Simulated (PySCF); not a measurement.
Isomers of C8H16N2, mass 140.131 u with the commonest isotopes. Theory: PBE0/pcSseg-1 in PySCF (dipole) on a GFN2-xTB geometry, gas phase. One conformer each, none proved a minimum here; rigid rotors.

Problem. Order these by rotational constant B, smallest first.
A. `[CH3:1][CH2:2]/[CH:3]=[N:4]\[N:5]=[CH:6]/[C:7]([CH3:8])([CH3:9])[CH3:10]` with C1–C2–C3–N4 -130°, C3–N4–N5–C6 -109°
B. `[CH2:1]=[CH:2][C@H:3]1[CH2:4][CH2:5][CH2:6][N:7]([CH3:8])[N:9]1[CH3:10]` with C1–C2–C3–C4 128°, C2–C3–C4–C5 155°, C3–C4–C5–C6 29°, C4–C5–C6–N7 -63°, C5–C6–N7–C8 162°
C. `[CH3:1][C:2]([CH3:3])([CH3:4])[CH2:5][N:6]1[CH2:7][CH2:8][CH:9]=[N:10]1` with C2–C5–N6–C7 -110°, C5–N6–C7–C8 -159°, N6–C7–C8–C9 10°, C7–C8–C9–N10 -5°, C5–N6–N10–C9 158°

Solution. A (656.5 MHz), C (792.7 MHz), B (1085 MHz).

Problem. Order these by rotational constant A, smallest first.
A. `[CH3:1][C:2]([CH3:3])([CH3:4])[CH2:5][N:6]1[CH2:7][CH2:8][CH:9]=[N:10]1` with C2–C5–N6–C7 -110°, C5–N6–C7–C8 -159°, N6–C7–C8–C9 10°, C7–C8–C9–N10 -5°, C5–N6–N10–C9 158°
B. `[CH3:1][CH2:2]/[CH:3]=[N:4]\[N:5]=[CH:6]/[C:7]([CH3:8])([CH3:9])[CH3:10]` with C1–C2–C3–N4 -130°, C3–N4–N5–C6 -109°
C. `[CH2:1]=[CH:2][C@H:3]1[CH2:4][CH2:5][CH2:6][N:7]([CH3:8])[N:9]1[CH3:10]` with C1–C2–C3–C4 128°, C2–C3–C4–C5 155°, C3–C4–C5–C6 29°, C4–C5–C6–N7 -63°, C5–C6–N7–C8 162°

Solution. C (1851 MHz), B (2721 MHz), A (2846 MHz).

Problem. Order these by out-of-plane moment Σ m c² = (Ia + Ib − Ic)/2, largest first.
A. `[CH3:1][C:2]([CH3:3])([CH3:4])[CH2:5][N:6]1[CH2:7][CH2:8][CH:9]=[N:10]1` with C2–C5–N6–C7 -110°, C5–N6–C7–C8 -159°, N6–C7–C8–C9 10°, C7–C8–C9–N10 -5°, C5–N6–N10–C9 158°
B. `[CH3:1][CH2:2]/[CH:3]=[N:4]\[N:5]=[CH:6]/[C:7]([CH3:8])([CH3:9])[CH3:10]` with C1–C2–C3–N4 -130°, C3–N4–N5–C6 -109°
C. `[CH2:1]=[CH:2][C@H:3]1[CH2:4][CH2:5][CH2:6][N:7]([CH3:8])[N:9]1[CH3:10]` with C1–C2–C3–C4 128°, C2–C3–C4–C5 155°, C3–C4–C5–C6 29°, C4–C5–C6–N7 -63°, C5–C6–N7–C8 162°

Solution. C (97.30 u·Å²), B (75.41 u·Å²), A (62.19 u·Å²).

```csv
SMILES,point group,Ia (u·Å²),Ib (u·Å²),Ic (u·Å²),κ,μa (D),μb (D),μc (D)
CC(C)(C)CN1CCC=N1,C1,177.60,637.53,690.75,-0.94,0.78,1.85,0.22
CC/C=N\N=C/C(C)(C)C,C1,185.74,769.75,804.68,-0.97,0.09,1.93,0.48
C=C[C@H]1CCCN(C)N1C,C1,273.04,466.00,544.44,-0.66,0.02,0.88,0.38
```
